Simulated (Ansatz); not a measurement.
CH6FGaSi2, SMILES `F[Si@H]1[GaH][C@@H]1[SiH3]`. The species carries charge 0 and has multiplicity 1. The geometry is a stationary point of PBE0-D4/def2-TZVP.

```xyz
11

F    -3.021   -0.286    0.052
Si   -1.592    0.166    0.612
Ga   -0.080   -0.991    1.882
C    -0.029   -0.473   -0.132
Si    1.115    0.586   -1.125
H    -1.596    1.641    0.754
H     0.925   -1.864    2.681
H    -0.075   -1.497   -0.532
H     1.172    1.944   -0.517
H     2.497    0.028   -1.132
H     0.684    0.745   -2.543
```

(1) What is the dipole moment at ωB97M-V/def2-TZVPP? (Best estimate.)

(2) And with PBE, r2SCAN, B3LYP? (Best estimate.)

(3) Give the Mulliken charges with ωB97M-V, PBE, r2SCAN in def2-TZVPP. (Best estimate.)

## Answers

(1) Ansatz gave: 1.90 D, with components (0.81, -0.81, 1.52) D in this frame, pointing from negative to positive charge.

(2) Ansatz gave: PBE 1.71 D, r2SCAN 1.74 D, B3LYP 1.82 D.

(3) Computed: 
```tsv
atom	ωB97M-V	PBE	r2SCAN
F1	-0.30	-0.26	-0.31
Si2	0.45	0.41	0.51
Ga3	0.10	0.07	0.13
C4	-0.47	-0.28	-0.42
Si5	0.19	0.19	0.31
H6	-0.03	-0.07	-0.08
H7	0.06	0.02	0.01
H8	0.12	0.10	0.10
H9	-0.04	-0.06	-0.08
H10	-0.04	-0.06	-0.08
H11	-0.04	-0.06	-0.08
```

B3LYP here is the variant with VWN-RPA as its local correlation; programs differ in this.
